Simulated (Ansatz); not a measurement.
Species: H$_{4}$BPO, charge 0, singlet. H4BPO (SMILES OBP).
B3LYP-D3(BJ)/def2-TZVP minimum from Ansatz (a program for electronic structure):
```xyz
7

B     -0.0584    -0.7320     0.4794
H     -0.8307    -1.3011     1.1891
O      1.1635    -1.2990     0.3454
H      1.7725    -0.8312    -0.2367
P     -0.5533     0.9796    -0.2568
H     -1.8083     0.5831    -0.7742
H      0.1494     0.9065    -1.4869
```
Charge 0, spin multiplicity 1.

Total energies in cc-pV(D+d)Z, 18 correlated electrons, 7 frozen orbitals. Open shells are spin-unrestricted; no spin-orbit coupling. Cores are frozen in correlated methods. No relativity.

```json
[
 {"method": "HF", "program": "Ansatz", "energy (Eh)": "-442.66573", "minus CCSDT(Q) (mEh)": "450.89"},
 {"method": "MP2", "program": "Ansatz", "energy (Eh)": "-443.06380", "minus CCSDT(Q) (mEh)": "52.82"},
 {"method": "CCSD", "program": "Ansatz", "energy (Eh)": "-443.10264", "minus CCSDT(Q) (mEh)": "13.98"},
 {"method": "CCSD(T)", "program": "Ansatz", "energy (Eh)": "-443.11459", "minus CCSDT(Q) (mEh)": "2.03"},
 {"method": "CCSDT(Q)", "program": "Ansatz", "energy (Eh)": "-443.11662", "minus CCSDT(Q) (mEh)": "0.00"}
]
```

Rough core times of Ansatz's runs on a shared machine: CCSD(T) under 20 s, CCSDT(Q) 10 min.
